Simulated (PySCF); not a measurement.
## Computed structure and properties of HgH2

System: HgH2 (singlet); start: template (D∞h). Method: PySCF 2.14.0, RKS BP86, Hg def2-SVP with ECP60, H def2-SVP; non-relativistic Hamiltonian with scalar-relativistic core potentials where named; density fitting; no spin-orbit coupling.

Input of the relaxation:

```python
mol = gto.M(atom='''
Hg     0.00000     0.00000     0.00000
H      0.00000     0.00000     1.80000
H      0.00000     0.00000    -1.80000''',
    basis={'Hg': 'def2-SVP', 'H': 'def2-SVP'},
    ecp={'Hg': 'def2-SVP'},
    charge=0, spin=0)
mf = dft.RKS(mol, xc='B88,P86')
mf.grids.atom_grid = (50, 194)
mf = mf.density_fit()  # fitting sets: Hg def2-universal-JKFIT, H def2-universal-JKFIT
mf.conv_tol = 1e-08; mf.max_cycle = 55
mf.kernel(dm0)  # dm0: converged density of the start geometry
# quasi-Newton relaxation in Cartesian coordinates to a largest gradient under 0.00045 Eh/bohr, steps kept in the point group
```

Run from Python with OMP_NUM_THREADS=2; the lines above give its settings. Where DIIS fails, smearing, a level shift and second-order steps follow.
It took 2.1 s on 2 threads of Arm Neoverse V1, on a shared host, from the converged density of the start.

Course of the relaxation:

```tsv
step	energy above end (eV)	largest force component within the symmetry (eV/Å)
0	0.2052	1.391
1	0.0324	0.631
2	0.0046	0.263
3	0.0001	0.031
4	0.0000	0.001
```

Relaxed geometry (D∞h):

```xyz
3

Hg    0.0000    0.0000    0.0000
H     0.0000    0.0000    1.6675
H     0.0000    0.0000   -1.6675
```

```csv
contact,Å
Hg1–H2 (H),1.668
Hg1–H3 (H),1.668
```

On the finer grid (75, 302):

```
HOMO                                                          : -7.01 eV
LUMO                                                          : -1.22 eV
Dipole about the centre of mass                               : 0.00 D
Set of Mulliken populations of Hg1 outside the core potential : s 3.47, p 6.45, d 9.82, f 0.00
D3(BJ) dispersion energy (not in the energies)                : -0.040 eV
```

| atom | Mulliken (e) | Löwdin (e) | spin (e) |
| --- | --- | --- | --- |
| Hg1 | 0.25 | 0.30 | 0.00 |
| H2 | -0.12 | -0.15 | 0.00 |
| H3 | -0.12 | -0.15 | 0.00 |

On the grid (50, 194), as all that follows. Harmonic modes: a minimum; lowest 788 cm⁻¹ (negative: unstable), highest 1972 cm⁻¹, zero-point energy 0.336 eV.

Taking off one H (charge -1, singlet; the rest: singlet) in vacuum, both parts rigid, costs 11.66 eV; the small basis without counterpoise inflates it. Most of it is the attraction of opposite charges; other ways to part are cheaper, and one spin state was tried for the rest.

Rigid scan of H along the line from its metal, all other atoms held (where the atom bridges, its other bond changes as well):

(distance to H2 (Å), energy (eV)): (1.37, 1.003), (1.47, 0.375), (1.57, 0.079), (1.67, 0.000), (1.77, 0.059), (1.87, 0.205), (2.07, 0.633), (2.37, 1.368), (2.77, 2.252), (3.27, 3.075)

One start shape was tried, so this needn't be the lowest isomer.
